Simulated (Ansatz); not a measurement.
Relaxation of B₇H₁₃ with RKS B3LYP-D4/def2-SVP.

```sh
$ ansatz run in.yaml --threads 4 --pin off --events-out ev --progress --plain --max-ram 4787MiB
```

```yaml
crystal:
  periodic: [false, false, false]
  atoms:
    - {symbol: B, position_ang: [0.400980, -0.676580, -1.160960]}
    - {symbol: B, position_ang: [0.945940, 0.978660, 1.314370]}
    - {symbol: B, position_ang: [-0.642330, -1.601410, 0.746510]}
    - {symbol: B, position_ang: [0.981670, 0.950720, -0.859320]}
    - {symbol: B, position_ang: [-0.355990, 0.424440, -2.253390]}
    - {symbol: B, position_ang: [-0.963570, 0.038810, 1.756910]}
    - {symbol: B, position_ang: [0.159440, -0.093410, 0.398510]}
    - {symbol: H, position_ang: [-1.874720, 0.697160, 1.391850]}
    - {symbol: H, position_ang: [0.569020, 2.051690, -0.917430]}
    - {symbol: H, position_ang: [0.051160, 0.465790, -3.355690]}
    - {symbol: H, position_ang: [0.144360, -2.374970, 1.172860]}
    - {symbol: H, position_ang: [-0.633390, -0.842760, -1.907540]}
    - {symbol: H, position_ang: [0.791670, 2.099780, 1.602470]}
    - {symbol: H, position_ang: [-0.632940, 0.242290, 2.873490]}
    - {symbol: H, position_ang: [2.145810, 0.906140, -1.043770]}
    - {symbol: H, position_ang: [-1.337100, 1.039220, -2.044090]}
    - {symbol: H, position_ang: [-1.478880, -2.086720, 0.069320]}
    - {symbol: H, position_ang: [1.213160, -1.475880, -1.441000]}
    - {symbol: H, position_ang: [1.856650, 0.449870, 1.845670]}
    - {symbol: H, position_ang: [-1.340970, -1.192840, 1.811230]}
basis:
  gaussian: {orbitals: def2-SVP}
hamiltonian: {xc: {name: B3LYP}, dispersion: d4}
scf: {lower_state_search: "off"}
output: {orbitals: {seedname: orbitals}}
relax: {f_tol: 0.02, max_steps: 100}
```

Run time 45 s (4 threads of Arm Neoverse V1 on a shared host).

Positions (Å) and forces (eV/Å) at steps 1, 2, 3, 4, 5, 6, 7, 8, 9, 10, 11, 12, 13, 14 of 14:

```xyz
20
step=1 energy=-4941.2941 eV
B     0.401   -0.677   -1.161   -0.042    0.153   -0.412
B     0.946    0.979    1.314   -0.516    0.572    0.109
B    -0.642   -1.601    0.747   -0.255    0.748   -0.183
B     0.982    0.951   -0.859   -0.429   -0.815    0.068
B    -0.356    0.424   -2.253    0.331    0.446    0.570
B    -0.964    0.039    1.757    0.702   -0.501   -0.766
B     0.159   -0.093    0.399    0.109    0.122    0.189
H    -1.875    0.697    1.392   -0.416    0.278   -0.495
H     0.569    2.052   -0.917   -0.587    0.502    0.024
H     0.051    0.466   -3.356    0.411   -0.182   -0.609
H     0.144   -2.375    1.173    0.626   -0.118    0.283
H    -0.633   -0.843   -1.908   -0.309   -0.215   -0.050
H     0.792    2.100    1.602   -0.267    0.714    0.117
H    -0.633    0.242    2.873    0.515    0.034    0.544
H     2.146    0.906   -1.044    0.629   -0.379    0.111
H    -1.337    1.039   -2.044   -0.585    0.162    0.359
H    -1.479   -2.087    0.069   -0.489   -0.036   -0.344
H     1.213   -1.476   -1.441    0.386   -0.461   -0.014
H     1.857    0.450    1.846    0.512   -0.678    0.105
H    -1.341   -1.193    1.811   -0.327   -0.346    0.393
20
step=2 energy=-4941.6301 eV
B     0.411   -0.702   -1.174    0.030    0.074   -0.305
B     0.894    1.046    1.322   -0.163    0.181    0.242
B    -0.668   -1.576    0.711    0.180    0.365   -0.038
B     0.997    0.912   -0.851   -0.107   -0.465    0.051
B    -0.356    0.442   -2.217    0.256    0.383    0.155
B    -0.929    0.018    1.737    0.282   -0.100   -0.564
B     0.178   -0.089    0.393   -0.172   -0.080    0.238
H    -1.828    0.698    1.321   -0.168    0.053   -0.011
H     0.533    2.015   -0.901   -0.126    0.133   -0.072
H     0.060    0.466   -3.337    0.046   -0.011   -0.191
H     0.189   -2.320    1.110    0.094   -0.086    0.091
H    -0.649   -0.844   -1.903   -0.069   -0.124    0.040
H     0.679    2.176    1.625   -0.105    0.102   -0.035
H    -0.503    0.232    2.843    0.104    0.012    0.103
H     2.190    0.808   -0.948    0.007   -0.066   -0.040
H    -1.368    1.022   -1.948   -0.100    0.003    0.105
H    -1.538   -2.024    0.021   -0.095    0.012   -0.027
H     1.214   -1.540   -1.440    0.069   -0.127    0.034
H     1.835    0.476    1.810    0.146   -0.163   -0.013
H    -1.343   -1.215    1.825   -0.109   -0.096    0.238
20
step=3 energy=-4941.7013 eV
B     0.414   -0.712   -1.196    0.047   -0.055   -0.209
B     0.848    1.068    1.341   -0.067   -0.010    0.145
B    -0.653   -1.572    0.724    0.042    0.055    0.011
B     1.009    0.873   -0.846    0.019   -0.172   -0.084
B    -0.326    0.491   -2.205    0.068    0.191    0.112
B    -0.922    0.009    1.711   -0.013   -0.008   -0.150
B     0.181   -0.099    0.393   -0.055   -0.043   -0.052
H    -1.857    0.664    1.308    0.068   -0.020    0.100
H     0.538    1.982   -0.936    0.095   -0.017   -0.013
H     0.065    0.520   -3.346   -0.042    0.052    0.064
H     0.210   -2.317    1.135   -0.040    0.009   -0.057
H    -0.652   -0.812   -1.924   -0.020   -0.109    0.065
H     0.588    2.201    1.624    0.019   -0.094   -0.056
H    -0.455    0.244    2.809   -0.019    0.056   -0.014
H     2.203    0.732   -0.952   -0.100    0.065    0.042
H    -1.342    1.057   -1.886    0.041   -0.056   -0.057
H    -1.547   -2.009    0.046    0.061   -0.026    0.031
H     1.194   -1.586   -1.448   -0.066    0.040    0.021
H     1.827    0.498    1.783   -0.101    0.074    0.017
H    -1.324   -1.232    1.863    0.061    0.069    0.085
20
step=4 energy=-4941.7372 eV
B     0.409   -0.729   -1.228    0.030   -0.093   -0.066
B     0.793    1.081    1.341   -0.002   -0.201    0.217
B    -0.637   -1.575    0.734   -0.017   -0.081   -0.031
B     1.037    0.827   -0.852   -0.010   -0.003   -0.029
B    -0.316    0.532   -2.181    0.037    0.070    0.000
B    -0.911    0.008    1.692   -0.246    0.018    0.015
B     0.180   -0.113    0.377    0.038    0.017   -0.110
H    -1.869    0.645    1.311    0.071   -0.082    0.085
H     0.604    1.954   -0.957    0.098   -0.059   -0.025
H     0.057    0.600   -3.329   -0.072    0.031    0.097
H     0.243   -2.314    1.124   -0.057    0.041   -0.035
H    -0.667   -0.792   -1.941    0.038   -0.050    0.056
H     0.508    2.220    1.576    0.049   -0.093   -0.048
H    -0.422    0.284    2.777   -0.022    0.057   -0.087
H     2.228    0.661   -0.932   -0.068    0.048   -0.012
H    -1.339    1.073   -1.838    0.093    0.002   -0.023
H    -1.540   -2.026    0.076    0.063   -0.026    0.057
H     1.161   -1.626   -1.484   -0.069    0.086    0.007
H     1.761    0.526    1.830   -0.043    0.187   -0.076
H    -1.279   -1.237    1.903    0.088    0.130    0.007
20
step=5 energy=-4941.8004 eV
B     0.386   -0.753   -1.259    0.076    0.125   -0.019
B     0.700    1.035    1.407   -0.189   -0.057    0.006
B    -0.609   -1.599    0.741    0.035    0.070   -0.150
B     1.072    0.771   -0.853    0.144    0.022   -0.122
B    -0.304    0.593   -2.117    0.020   -0.028   -0.030
B    -0.954    0.004    1.622    0.188   -0.040    0.050
B     0.161   -0.133    0.334    0.015   -0.028    0.120
H    -1.938    0.583    1.259   -0.113    0.035   -0.004
H     0.716    1.921   -1.025    0.049   -0.114    0.087
H     0.029    0.717   -3.263   -0.070    0.047   -0.138
H     0.320   -2.280    1.111   -0.005    0.036    0.079
H    -0.701   -0.754   -1.940   -0.013   -0.053    0.009
H     0.453    2.200    1.509   -0.032    0.005    0.049
H    -0.401    0.431    2.643    0.069    0.066   -0.042
H     2.257    0.563   -0.901   -0.055    0.005   -0.074
H    -1.303    1.130   -1.712   -0.001    0.031   -0.001
H    -1.511   -2.118    0.150   -0.079   -0.047    0.034
H     1.107   -1.659   -1.546    0.038   -0.023   -0.043
H     1.707    0.562    1.877   -0.027   -0.032    0.088
H    -1.188   -1.215    1.964   -0.050   -0.018    0.099
20
step=6 energy=-4941.8384 eV
B     0.397   -0.764   -1.317   -0.054    0.256   -0.060
B     0.604    1.006    1.464   -0.245    0.154    0.233
B    -0.586   -1.610    0.751   -0.135   -0.079   -0.027
B     1.140    0.714   -0.892    0.031    0.138   -0.193
B    -0.293    0.648   -2.096    0.034   -0.188   -0.037
B    -0.971    0.001    1.572    0.164   -0.172    0.031
B     0.173   -0.154    0.295    0.107   -0.030    0.270
H    -1.990    0.528    1.228   -0.054    0.044    0.034
H     0.850    1.883   -1.066    0.007   -0.101    0.136
H    -0.064    0.813   -3.270   -0.025    0.023    0.065
H     0.365   -2.244    1.156    0.045    0.049   -0.058
H    -0.716   -0.721   -1.946   -0.034   -0.015   -0.006
H     0.337    2.177    1.509    0.157   -0.051   -0.132
H    -0.372    0.550    2.543   -0.055   -0.110   -0.129
H     2.313    0.457   -0.973   -0.052   -0.006    0.059
H    -1.251    1.195   -1.597    0.068   -0.056   -0.033
H    -1.511   -2.195    0.248    0.094    0.070    0.041
H     1.090   -1.676   -1.647   -0.011   -0.056   -0.002
H     1.597    0.585    2.012    0.038   -0.005   -0.139
H    -1.112   -1.195    2.028   -0.081    0.136   -0.051
20
step=7 energy=-4941.8655 eV
B     0.404   -0.754   -1.318    0.000    0.089    0.015
B     0.584    1.006    1.479    0.018    0.123    0.040
B    -0.594   -1.608    0.748   -0.022    0.004   -0.009
B     1.141    0.719   -0.888   -0.089    0.097   -0.135
B    -0.288    0.635   -2.103   -0.063   -0.129   -0.074
B    -0.974   -0.006    1.574   -0.017   -0.019   -0.139
B     0.181   -0.158    0.310    0.063   -0.136    0.013
H    -1.995    0.536    1.245    0.035   -0.013    0.042
H     0.838    1.886   -0.997    0.035   -0.041    0.011
H    -0.072    0.806   -3.278    0.001   -0.003    0.061
H     0.370   -2.232    1.136    0.010    0.024    0.000
H    -0.718   -0.729   -1.937    0.030    0.051   -0.031
H     0.374    2.189    1.451   -0.020   -0.118    0.088
H    -0.367    0.534    2.540    0.046    0.050    0.057
H     2.315    0.472   -0.953    0.012   -0.024    0.036
H    -1.244    1.175   -1.602    0.022    0.020   -0.012
H    -1.514   -2.189    0.241    0.035    0.018    0.022
H     1.091   -1.674   -1.647   -0.018   -0.010    0.033
H     1.608    0.587    1.972   -0.053   -0.025   -0.008
H    -1.138   -1.195    2.025   -0.024    0.042   -0.011
20
step=8 energy=-4941.8606 eV rejected
B     0.388   -0.736   -1.314    0.056    0.124    0.025
B     0.566    0.973    1.631    0.056   -0.027   -0.284
B    -0.554   -1.570    0.733   -0.155    0.101    0.136
B     1.119    0.750   -0.992    0.033    0.021    0.411
B    -0.330    0.575   -2.185   -0.003    0.068    0.086
B    -0.979    0.011    1.558    0.124    0.083    0.074
B     0.222   -0.121    0.333    0.191    0.217   -0.125
H    -1.988    0.575    1.246   -0.031    0.020   -0.036
H     0.854    1.924   -0.994   -0.003   -0.011   -0.024
H    -0.091    0.711   -3.353   -0.001   -0.081   -0.138
H     0.431   -2.140    1.152    0.052   -0.012   -0.028
H    -0.735   -0.733   -1.960   -0.071   -0.080    0.019
H     0.434    2.162    1.640   -0.019    0.023    0.014
H    -0.393    0.530    2.584   -0.039   -0.078   -0.062
H     2.291    0.474   -1.039   -0.007   -0.003   -0.036
H    -1.263    1.176   -1.714    0.003   -0.011    0.026
H    -1.438   -2.185    0.219   -0.080   -0.125   -0.044
H     1.052   -1.685   -1.610   -0.016   -0.009    0.017
H     1.579    0.478    2.079   -0.055   -0.037   -0.064
H    -1.167   -1.170    1.987   -0.035   -0.183    0.034
20
step=9 energy=-4941.8829 eV
B     0.400   -0.737   -1.308    0.015    0.010   -0.034
B     0.585    0.997    1.526   -0.122   -0.149   -0.001
B    -0.585   -1.590    0.741   -0.043    0.025    0.028
B     1.128    0.744   -0.921    0.027   -0.075    0.022
B    -0.309    0.601   -2.142   -0.014   -0.034   -0.037
B    -0.969    0.003    1.567    0.026   -0.035    0.046
B     0.200   -0.140    0.319   -0.003   -0.068   -0.004
H    -1.980    0.560    1.249   -0.052    0.023   -0.008
H     0.838    1.905   -0.986   -0.011    0.155    0.004
H    -0.079    0.743   -3.315    0.001   -0.017   -0.019
H     0.391   -2.194    1.135   -0.001    0.009   -0.006
H    -0.723   -0.731   -1.941    0.001   -0.003    0.001
H     0.398    2.170    1.542   -0.035    0.216    0.020
H    -0.368    0.521    2.562    0.023   -0.002   -0.047
H     2.303    0.486   -0.974   -0.016   -0.015   -0.003
H    -1.252    1.174   -1.659   -0.008    0.021    0.005
H    -1.491   -2.186    0.227    0.053    0.014    0.011
H     1.076   -1.673   -1.612    0.011   -0.026   -0.009
H     1.597    0.538    1.988    0.137   -0.084    0.053
H    -1.159   -1.190    2.002    0.012    0.032   -0.021
20
step=10 energy=-4941.8890 eV
B     0.402   -0.723   -1.319    0.018    0.187    0.075
B     0.580    0.978    1.570    0.019    0.000   -0.061
B    -0.585   -1.573    0.746   -0.025   -0.078    0.025
B     1.114    0.777   -0.924   -0.058   -0.138   -0.127
B    -0.317    0.576   -2.198    0.005   -0.047    0.051
B    -0.976    0.004    1.575    0.091    0.071   -0.013
B     0.193   -0.125    0.316    0.048   -0.007    0.086
H    -1.988    0.572    1.280   -0.031    0.017   -0.005
H     0.842    1.947   -0.949   -0.005    0.027   -0.014
H    -0.079    0.664   -3.376    0.021   -0.011    0.010
H     0.404   -2.161    1.136    0.003    0.014   -0.014
H    -0.734   -0.738   -1.938    0.011    0.048   -0.021
H     0.432    2.165    1.617   -0.019    0.010   -0.009
H    -0.355    0.514    2.570   -0.050   -0.045    0.016
H     2.286    0.497   -0.985   -0.032    0.008    0.033
H    -1.252    1.186   -1.743    0.008   -0.001   -0.002
H    -1.472   -2.188    0.228   -0.015   -0.007    0.006
H     1.075   -1.665   -1.612    0.007    0.002    0.010
H     1.597    0.482    2.001   -0.013   -0.034   -0.024
H    -1.166   -1.189    2.005    0.019   -0.016   -0.025
20
step=11 energy=-4941.8911 eV
B     0.400   -0.711   -1.305    0.015   -0.051   -0.042
B     0.587    0.974    1.580    0.034    0.094    0.056
B    -0.582   -1.572    0.745   -0.046    0.026    0.034
B     1.103    0.783   -0.944   -0.037    0.124    0.050
B    -0.324    0.563   -2.207    0.017    0.092    0.007
B    -0.970    0.009    1.574   -0.071    0.047    0.015
B     0.204   -0.120    0.328   -0.003    0.004   -0.021
H    -1.981    0.587    1.277    0.044   -0.042    0.008
H     0.829    1.958   -0.961    0.027   -0.103   -0.003
H    -0.070    0.641   -3.383   -0.004   -0.023    0.016
H     0.408   -2.153    1.135    0.011   -0.007    0.001
H    -0.731   -0.733   -1.941   -0.026   -0.047    0.017
H     0.442    2.166    1.644    0.029   -0.142   -0.014
H    -0.362    0.498    2.585    0.027    0.003   -0.027
H     2.273    0.506   -0.990    0.033    0.011   -0.006
H    -1.257    1.184   -1.763    0.018   -0.022   -0.019
H    -1.468   -2.187    0.222    0.007   -0.003   -0.011
H     1.072   -1.660   -1.587   -0.011    0.016   -0.009
H     1.603    0.455    2.000   -0.086    0.038   -0.053
H    -1.176   -1.189    1.990    0.021   -0.014    0.000
20
step=12 energy=-4941.8832 eV rejected
B     0.394   -0.696   -1.308    0.045   -0.065    0.058
B     0.593    0.963    1.583    0.007    0.037    0.038
B    -0.599   -1.575    0.769    0.008    0.081   -0.049
B     1.081    0.799   -0.941    0.042    0.083    0.048
B    -0.310    0.572   -2.240   -0.032   -0.021   -0.014
B    -0.965    0.006    1.593   -0.007    0.004   -0.005
B     0.203   -0.128    0.335   -0.081    0.007   -0.031
H    -1.981    0.578    1.304    0.031   -0.017    0.024
H     0.792    1.967   -0.944   -0.043   -0.010   -0.025
H     0.017    0.614   -3.404   -0.106   -0.030    0.072
H     0.393   -2.169    1.133    0.021   -0.028    0.013
H    -0.742   -0.721   -1.915   -0.028   -0.046   -0.122
H     0.465    2.153    1.660    0.030   -0.065   -0.001
H    -0.343    0.493    2.597    0.014    0.006   -0.021
H     2.261    0.552   -1.003   -0.041    0.009    0.053
H    -1.292    1.173   -1.870    0.167    0.044    0.009
H    -1.497   -2.169    0.245    0.001   -0.029   -0.011
H     1.080   -1.635   -1.580    0.002   -0.016   -0.042
H     1.608    0.421    1.971   -0.032    0.028   -0.005
H    -1.159   -1.197    2.016    0.001    0.029    0.012
20
step=13 energy=-4941.8942 eV
B     0.399   -0.710   -1.310    0.005    0.026    0.018
B     0.587    0.972    1.571   -0.021    0.007   -0.007
B    -0.593   -1.575    0.756    0.012    0.014    0.001
B     1.094    0.787   -0.933    0.026    0.000   -0.005
B    -0.311    0.571   -2.214    0.003   -0.020    0.017
B    -0.971    0.007    1.584    0.011   -0.004   -0.018
B     0.195   -0.126    0.326   -0.018   -0.026   -0.006
H    -1.985    0.576    1.294   -0.005    0.003    0.004
H     0.809    1.956   -0.960    0.002   -0.002    0.005
H    -0.044    0.633   -3.387   -0.003    0.000   -0.024
H     0.399   -2.164    1.132   -0.003    0.000    0.005
H    -0.734   -0.732   -1.935    0.007    0.002   -0.017
H     0.449    2.158    1.632    0.003    0.014    0.009
H    -0.350    0.500    2.583    0.009    0.006    0.007
H     2.270    0.528   -0.975    0.003    0.001    0.007
H    -1.251    1.192   -1.789   -0.022    0.007   -0.002
H    -1.485   -2.182    0.235   -0.007   -0.007   -0.001
H     1.081   -1.650   -1.594   -0.008   -0.003   -0.002
H     1.602    0.450    1.977    0.007   -0.012    0.000
H    -1.162   -1.192    2.008    0.001   -0.007    0.008
20
step=14 energy=-4941.8945 eV
B     0.399   -0.705   -1.311    0.004    0.018    0.006
B     0.585    0.970    1.574   -0.001   -0.006   -0.012
B    -0.594   -1.573    0.757    0.004   -0.009    0.004
B     1.094    0.793   -0.934   -0.006   -0.018   -0.012
B    -0.311    0.569   -2.224    0.004   -0.019   -0.005
B    -0.971    0.007    1.586    0.007    0.002   -0.007
B     0.191   -0.123    0.325   -0.014   -0.013    0.009
H    -1.988    0.576    1.304   -0.006    0.003    0.003
H     0.812    1.961   -0.952   -0.012    0.014   -0.005
H    -0.042    0.622   -3.398    0.000    0.006    0.008
H     0.400   -2.159    1.133   -0.003    0.000   -0.005
H    -0.733   -0.731   -1.941    0.009   -0.001   -0.001
H     0.455    2.157    1.643    0.000    0.010    0.004
H    -0.346    0.499    2.586    0.000    0.000    0.003
H     2.270    0.531   -0.969   -0.006    0.001    0.000
H    -1.255    1.191   -1.808    0.013    0.011    0.004
H    -1.486   -2.184    0.239    0.003    0.005    0.001
H     1.079   -1.648   -1.592    0.000   -0.003   -0.001
H     1.600    0.440    1.969    0.005   -0.005    0.005
H    -1.160   -1.193    2.011    0.001    0.002    0.000
```

Another isomer (singlet) lies 1.46 eV lower at PBE0-D4/def2-TZVP; other spin states weren't run for this one.
